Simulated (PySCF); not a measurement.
Vertical excitations of a molecule C5H5FSi from TDDFT-M06-2X/def2-SVPD (PySCF 2.14.0), as energy in eV (oscillator strength): 5.38 (0.000), 5.48 (0.000), 6.36 (0.004), 6.40 (0.001), 6.54 (0.001), 6.58 (0.002), 7.95 (0.008), 8.07 (0.293), 8.16 (0.253), 8.16 (0.278). Lowest triplet (TDA): 5.03 eV. Coordinates come from a ωB97X-D3(BJ)/def2-SVP optimisation. One conformer was computed; it need not be the lowest.

Task: Identify the compound among the candidates.
A. C#C[Si](C)(F)C#C
B. C#CC1=C[Si@@H](F)C1
C. C#C[Si@H]1C=C(F)C1
D. C#CC([SiH3])=C=CF

Result: A, C#C[Si](C)(F)C#C
